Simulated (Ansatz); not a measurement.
`CC(C)=CBF`, charge 0, multiplicity 1.

(1) Give a relaxed structure at PBE0-D4/def2-TZVP (Ansatz). (Estimate.)

## Answers

(1) The calculation gave: 
Z-matrix (Å, degrees):
```
C
C 1 1.494
H 1 1.095 2 110.5
H 1 1.090 2 112.1 3 121.5
H 1 1.095 2 110.3 3 -117.2
C 2 1.494 1 114.3 3 57.3
C 2 1.347 1 121.5 3 -122.7
H 6 1.095 2 109.9 1 -59.5
H 6 1.087 2 113.0 1 178.9
H 6 1.095 2 110.0 1 57.1
B 7 1.528 2 126.4 1 -179.8
H 7 1.090 2 116.4 1 0.1
F 11 1.333 7 118.5 2 -179.9
H 11 1.200 7 125.8 2 0.1
```
Point group Cs.
This is one stationary point; other conformers may exist.
